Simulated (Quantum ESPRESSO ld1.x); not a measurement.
Values are calculated unless marked as measured or tabulated.
Task: These are the eigenvalues of the occupied orbitals of an atom or ion with whole-number occupations (Ry). Level of theory: non-relativistic Kohn-Sham, LDA (Slater exchange, Perdew-Wang correlation), spin-polarised, spherical densities, point nucleus (ld1.x of Quantum ESPRESSO 7.5).

orbital  eigenvalue
1s         -257.286
2s         -26.1330
2p         -21.0226
3s         -3.01574
3p         -1.83636

Which element is it, and in what charge state? The configuration may be excited. Open shells, if any, are filled with parallel spins first.

Result: Z = 19, potassium, charge +1: K+ in [Ar]. The list shows which subshells hold electrons but not how many an open one holds; the 1s level, -128.64 hartree, gives Z - s = 16.0 by -(Z - s)^2/2, which with screening narrows Z to a few neighbours, and the depths of the outer levels then fix element, charge and occupations together.
